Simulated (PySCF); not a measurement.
**In3N: one-bond stretch**

Computed with PBE0 in PySCF with N def2-SVP, In def2-SVP with ECP28; scalar-relativistic core potentials, no spin–orbit coupling; density-fitted integrals.

Rigid scan from the singlet minimum (N–In 2.114 Å (×3); In–N–In 120.0° (×3)). Coordinate: the bond from N to the last atom (In) scaled, the rest fixed. Energies in kJ/mol from the minimum.

```
scale of one bond  E (kJ/mol)  dipole size (D)
             0.92        22.6             1.30
             0.96         4.9             0.65
             1.00         0.0             0.00
             1.05         5.8             0.81
             1.12        27.3             1.92
             1.20        61.1             3.13
             1.35       129.5             5.18
             1.55       209.3                –
             1.80       283.6                –
             2.20       356.9                –
```

At long bonds a restricted determinant can lie too high, and another spin state can fall below this curve.
